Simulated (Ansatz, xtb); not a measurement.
Ligand exchange: C2H5Br + I2 → C2H5I + IBr

Species: C2H5Br (bromoethane) `CCBr`, singlet; I2 (iodine), singlet; C2H5I (iodoethane) `CCI`, singlet; IBr (iodine monobromide), singlet. The partners trade Br for I: C–Br and I–I bonds give way to C–I and I–Br.

Shapes, held fixed at every level: PBE0-D4/def2-TZVP. Programs: Ansatz 0.2.0, xtb 6.7.1. The zero-point and thermal change to 298 K, harmonic and unscaled (PBE0-D4/def2-TZVP), is -1.0 kJ/mol.

**What was measured.** Tabulated heats of formation (Active Thermochemical Tables): C2H5Br -63.1; I2 +62.4; C2H5I -7.1; IBr +40.8 kJ/mol, which give ΔH(298 K) = +34.4 kJ/mol.

```
              level                    kind  ΔH (kJ/mol)  computed − measured
           GFN0-xTB          semi-empirical        +10.3                -24.2
        HF/def2-SVP            Hartree–Fock        +41.6                 +7.1
      HF/def2-TZVPP            Hartree–Fock        +40.0                 +5.6
B3LYP-D4/def2-TZVPP           global hybrid        +32.5                 -1.9
 PBE0-D4/def2-TZVPP           global hybrid        +34.4                  0.0
 wB97X-V/def2-TZVPP  range-separated hybrid        +34.5                 +0.1
   CCSD(T)/def2-SVP   coupled cluster or CI        +33.2                 -1.2
    CCSD/def2-TZVPP   coupled cluster or CI        +32.3                 -2.1
 CCSD(T)/def2-TZVPP   coupled cluster or CI        +31.0                 -3.4
```

Nearest: PBE0-D4/def2-TZVPP (0.0); farthest: GFN0-xTB (-24.2). 8 of 9 levels lie within 10 kJ/mol. For atoms past krypton def2 sets carry core potentials with scalar relativity. Relativity is left out for Br unless named. Correlated rows may include outer-core shells of Br, I, which these sets cover unevenly.
